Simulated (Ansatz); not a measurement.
Correlation energies of `C=N[SiH](O)F` by basis set

```xyz
9

C     0.464    1.415    0.847
N     0.474    0.704   -0.192
Si   -0.567   -0.628   -0.533
O     0.349   -1.924   -0.890
F    -1.484   -1.004    0.717
H    -0.231    1.269    1.686
H     1.176    2.241    0.958
H    -1.476   -0.286   -1.638
H     1.295   -1.786   -0.955
```

Charge 0, multiplicity 1. Geometry: relaxed with PBE0-D4/def2-TZVP. It is one conformer, not always the lowest. Frozen core, restricted reference, the Gaussian-basis code of Ansatz. CBS rows extrapolate triple and quadruple zeta; past MP2 they add the triple-zeta difference.

```
     basis     HF (Eh)  MP2 corr.  CCSD corr.       (T)  CCSD(T) total
  def2-SVP  -557.68761   -0.75131    -0.78388  -0.01960     -558.49109
def2-TZVPP  -558.14233   -0.96042    -0.98324  -0.03650     -559.16207
def2-QZVPP  -558.16500   -1.03882           –         –              –
 CBS(def2)  -558.16812   -1.09690    -1.11971     as TZ     -559.32433
```
